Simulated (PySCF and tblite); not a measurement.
Values are calculated unless marked as measured or tabulated.
C₈H₁₂, numbered as in [CH:1]#[C:2][CH:3]1[CH2:4][CH2:5][CH2:6][CH2:7][CH2:8]1.

Free energies: PBE0-D3(BJ)/def2-TZVP on PBE0-D3(BJ)/def2-SVP structures plus GFN2-xTB thermal terms, symmetry and mirror images included. Conformers within 4 kcal/mol (GFN2-xTB free energy) were kept, 5 at most. Codes: tblite and PySCF.

The 6-ring runs over atoms 3–4–5–6–7–8.

```json
{"conformer": "1", "shape": "6-ring chair (all substituents equatorial)", "symmetry": "Cs", "dipole D": "1.02"}
{"conformer": "2", "shape": "6-ring chair (C2 axial)", "symmetry": "Cs", "dipole D": "0.75"}
```

**Question.** Which of these conformers is the most populated at 298.15 K, and with what share?

**Answer.** Conformer 1, about 65 %. The lead over the next is within the error of the method.

**Question.** Give the DFT energies and free energies relative to the lowest, and all weights.

**Answer.** 
```tsv
conformer	shape	E(DFT) kcal/mol	G(298.15 K) kcal/mol	weight %
1	6-ring chair (all substituents equatorial)	0.00	0.00	64.6
2	6-ring chair (C2 axial)	0.23	0.36	35.4
```

**Question.** How does its share change from 180 K to 400 K?

**Answer.** From 71 % to 62 %; the mixing entropy goes from 1.20 to 1.32 cal/(mol K).
